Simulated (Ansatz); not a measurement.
Wavefunction ladder for `C/C=C\[NH][AlH2]`

```xyz
13

C    -1.564   -0.874   -1.049
C    -1.458    0.166    0.021
C    -0.300    0.570    0.551
N     0.957    0.102    0.201
Al    2.541    0.591    0.860
H    -2.603   -1.046   -1.333
H    -1.156   -1.840   -0.729
H    -1.027   -0.585   -1.961
H    -2.366    0.622    0.394
H    -0.298    1.331    1.326
H     0.917   -0.603   -0.522
H     2.549    1.697    1.989
H     3.810   -0.131    0.253
```

The species carries charge 0 and has multiplicity 1. The geometry is a stationary point of PBE0-D4/def2-TZVP. It is one conformer, not always the lowest. Frozen core, restricted reference, Ansatz 0.2.0. CBS rows extrapolate triple and quadruple zeta; past MP2 they add the triple-zeta difference.

```csv
basis,HF (Eh),MP2 corr.
def2-TZVPP,-414.70747,-0.79410
def2-QZVPP,-414.72296,-0.84640
```

Task: Estimate the CCSD correlation energy and the (T) correction in each basis where they were run (hartree).

Result: 
| basis | CCSD corr. | (T) |
| --- | --- | --- |
| def2-TZVPP | -0.84018 | -0.03517 |
| CBS(def2) | -0.93122 | as TZ |
